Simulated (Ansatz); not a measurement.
Geometry optimisation, RKS B3LYP/def2-SVP in Ansatz.

input.yaml

```yaml
crystal:
  periodic: [false, false, false]
  atoms:
    - { symbol: Ge, position_ang: [0.406334, -0.379199, -0.275124] }
    - { symbol: H, position_ang: [-0.586567, -0.101443, 2.28237] }
    - { symbol: F, position_ang: [1.127117, -0.24906, -1.83324] }
    - { symbol: F, position_ang: [0.224135, 1.243583, 0.24894] }
    - { symbol: O, position_ang: [-1.17171, -1.107028, -0.394365] }
    - { symbol: H, position_ang: [-1.16488, -2.070277, -0.32481] }
    - { symbol: Cl, position_ang: [1.803545, -1.519955, 0.969963] }
    - { symbol: H, position_ang: [-0.112673, -0.61602, 2.438067] }
basis:
  gaussian: { orbitals: def2-SVP }
hamiltonian:
  xc: b3lyp
relax:
  f_tol: 0.03
  max_steps: 50
```

Launched with:

```bash
$ ansatz run input.yaml --threads 2 --pin off --max-ram 3072MiB --backend cpu --events-out ev --progress --plain --runs-dir out
```

Problem. Where does it end, and by what steps?

Solution. It converged. The force dipped under the threshold on the way, but the program's further checks kept it going. After 30 steps the energy has fallen by 0.214 eV; H8 moved furthest, 1.73 Å.

| step | energy less start (eV) | largest force component (eV/Å) | accepted |
| --- | --- | --- | --- |
| 0 | 0.0000 | 1.267 | yes |
| 2 | -0.1728 | 0.114 | yes |
| 4 | -0.1862 | 0.058 | yes |
| 6 | -0.1879 | 0.020 | yes |
| 8 | -0.1868 | 0.355 | no |
| 10 | -0.1892 | 0.292 | yes |
| 12 | -0.1947 | 0.063 | yes |
| 14 | -0.0767 | 2.064 | no |
| 16 | -0.1970 | 0.306 | yes |
| 18 | -0.2024 | 0.106 | yes |
| 20 | -0.2026 | 0.188 | yes |
| 22 | -0.2070 | 0.275 | yes |
| 24 | -0.2098 | 0.025 | yes |
| 26 | -0.2102 | 0.294 | no |
| 28 | -0.2129 | 0.148 | yes |
| 30 | -0.2138 | 0.020 | yes |

```xyz
8
Properties=species:S:1:pos:R:3
Ge 0.416 -0.653 -0.506
H -0.403 0.475 3.063
F 1.087 0.169 -1.862
F -0.035 0.568 0.616
O -1.054 -1.488 -0.941
H -0.904 -2.330 -1.394
Cl 1.923 -1.910 0.327
H -0.506 0.370 3.810
```

The run took 34 s on 2 threads of AMD EPYC 9R45 96-Core Processor (Zen 5), on a shared host, peak memory 0.28 GiB.
